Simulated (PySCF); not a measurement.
The same groups moved round the core (styrene fluoro+silyl). Isolated molecules, 0 K electronic values unless said otherwise. One relaxed conformer stands for each flexible species; it need not be the lowest. Strings in code marks are SMILES.

All values below come from PBE-D3(BJ)/def2-TZVP // PBE0-D3(BJ)/def2-SVP in PySCF 2.14.0. All candidates: neutral, multiplicity 1. Delta-SCF ions had no search for a lower state. Excitations are Tamm–Dancoff values on a coarser integration grid. The basis has no diffuse functions, so Rydberg states are missing or too high.

```json
{
  "HOMO": "-6.00 eV",
  "S1 excitation (TDA)": "4.32 eV",
  "vertical ionisation energy (Delta-SCF)": "8.43 eV"
}
```

Question: Say which member has these values.
(A) `C=Cc1ccc(F)cc1[SiH3]` (C–C–C–C torsion 20°)
(B) `C=Cc1ccc([SiH3])cc1F` (C–C–C–C torsion 0°)
(C) `C=C([SiH3])c1cccc(F)c1` (Si–C–C–C torsion 144°)
(D) `C=C([SiH3])c1ccc(F)cc1` (Si–C–C–C torsion 33°)

Answer: C, `C=C([SiH3])c1cccc(F)c1` (Si–C–C–C torsion 144°). The others give `C=Cc1ccc(F)cc1[SiH3]` (C–C–C–C torsion 20°): -5.76 eV, 4.31 eV, 8.20 eV; `C=C([SiH3])c1ccc(F)cc1` (Si–C–C–C torsion 33°): -5.82 eV, 4.51 eV, 8.25 eV; `C=Cc1ccc([SiH3])cc1F` (C–C–C–C torsion 0°): -5.87 eV, 4.24 eV, 8.25 eV
